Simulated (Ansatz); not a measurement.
Computed with Ansatz on PBE0-D4/def2-TZVP structures; ΔE is electronic, products minus reactants. CCSD(T)/CBS adds triple-zeta CCSD(T) − MP2 to the extrapolated MP2 energy (def2 sets, frozen cores). This one scheme is used for every species, atoms too. Functionals use def2-TZVPP. B3LYP here is the variant with VWN-RPA as its local correlation; programs differ in this. Open shells (•) are unrestricted, without spin–orbit coupling. Spin–orbit coupling would lower the free atoms: a little for Cl, O, Si; clearly for Br. Bonds to Br are less sure, by a few kJ/mol each and by 10 to 20 or more in all where they break to atoms, as the def2 sets lack core-valence functions. Scalar relativity is left out up to krypton. Each species was taken in one conformer, which may not be the lowest.

`O[Si](Cl)(Br)Br` → 2 Br• + Cl• + H• + O• + Si•  (atomization)

```tsv
level	ΔE (kcal/mol)	difference from CCSD(T)/CBS
LDA (SPW92)	563.0	72.3
PBE-D4	493.2	2.5
r2SCAN-D4	490.1	-0.6
B97M-V	486.4	-4.3
PBE0-D4	483.3	-7.4
BHLYP-D4	460.7	-30.0
PBE	487.0	-3.7
PBE0	478.0	-12.7
B3LYP	464.4	-26.3
CCSD(T)/def2-SVP	433.8	-56.9
CCSD(T)/CBS	490.7	0
```

Largest T1 diagnostic among the species: 0.012.

Leaving LDA and LC-ωPBE aside and taking each functional with its dispersion term where it has one, the values spread over 32.5 kcal/mol, from BHLYP-D4 to PBE-D4. LDA lies +76.0 kcal/mol from PBE without D4, its usual overbinding. From r2SCAN to r2SCAN0 (25 % exact exchange), in def2-TZVPP and without D4, ΔE moves by −11.7 kcal/mol: exact exchange takes away binding that semilocal exchange gives to molecules.

For atomizations the MP2-based limit and the directly extrapolated one differ by several kJ/mol either way, and by 10 to 25 for some Ge, Se and Sn compounds, so smaller differences from it don't rank the levels.
